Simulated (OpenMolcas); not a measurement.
## Co7+, Rh7+, Ir7+: d2 down the group

| Property | Result |
| --- | --- |
| Program | OpenMolcas 26.06 |
| Method | CASSCF |
| Basis | ANO-RCC-VQZP |
| Scalar Hamiltonian | DKH2, point nucleus |
| Spin-orbit coupling | state interaction with AMFI integrals over the reference wave functions, term energies averaged over their components |

Active space for each ion: 2 electrons in 10 orbitals (d d).

Computed levels in cm-1 above 3F2:

```json
{"Level": "3F3", "Co7+": "1431", "Rh7+": "3298", "Ir7+": "12072"}
{"Level": "3F4", "Co7+": "3205", "Rh7+": "6905", "Ir7+": "21441"}
{"Level": "3P0", "Co7+": "26573", "Rh7+": "18585", "Ir7+": "19837"}
{"Level": "3P1", "Co7+": "27096", "Rh7+": "20020", "Ir7+": "27150"}
{"Level": "3P2", "Co7+": "28328", "Rh7+": "23652", "Ir7+": "40500"}
{"Level": "1G4", "Co7+": "35362", "Rh7+": "26967", "Ir7+": "37975"}
{"Level": "1S0", "Co7+": "83959", "Rh7+": "61033", "Ir7+": "70684"}
{"Level": "weight of 3F in the lowest level (%)", "Co7+": "100", "Rh7+": "98", "Ir7+": "89"}
```

Mixed levels, with the weight of the term that names them: Rh7+ 3P2 (70 %), Ir7+ 3P2 (55 %).

Measured, with the error of the calculation in %. Measured levels: Co7+ from Sugar and Corliss, J. Phys. Chem. Ref. Data 10, 1097 (1981); Ir7+ from van het Hof, Joshi, Wyart and Sugar, J. Res. Natl. Inst. Stand. Technol. 100, 687 (1995).

| Level | Co7+ | Ir7+ |
| --- | --- | --- |
| 3F3 | 1430 (+0.1) | 12672 (-4.7) |
| 3F4 | 3144 (+1.9) | 21615 (-0.8) |
| 3P0 | 22304 (+19.1) | 17254 (+15.0) |
| 3P1 | 22839 (+18.6) | 25221 (+7.6) |
| 3P2 | 24055 (+17.8) | 38878 (+4.2) |
| 1G4 | 32360 (+9.3) | 36253 (+4.7) |
| 1S0 | 74247 (+13.1) | 65022 (+8.7) |

The fine-structure level 3F4 changes by a factor of 6.69 from Co7+ to Ir7+.

Without spin-orbit coupling 3P lies 25659, 16714, 15054 cm-1 above 3F in that order; the difference to the level 3P0, of either sign, comes from spin-orbit coupling, which also lowers the zero.

Without dynamic correlation excited terms often stand tens of per cent too high (terms of higher spin than the ground term too low), and those without a measured partner can miss by more than the paired ones. Active for correlation alone: 4d; no level in the range computed is led by a configuration that fills it, so any true level of that kind is missing (holds for Co7+). Active for correlation alone: 5d; no level in the range computed is led by a configuration that fills it, so any true level of that kind is missing (holds for Rh7+). Active for correlation alone: 6d; no level in the range computed is led by a configuration that fills it, so any true level of that kind is missing (holds for Ir7+). Measured partners are found by configuration, term and J. A level has none where our copy of the source lacks it or the pairing is in doubt (some pairs that miss far off the trend of their configuration count as doubtful), and it then counts in no deviation. Only configurations of the active space appear.
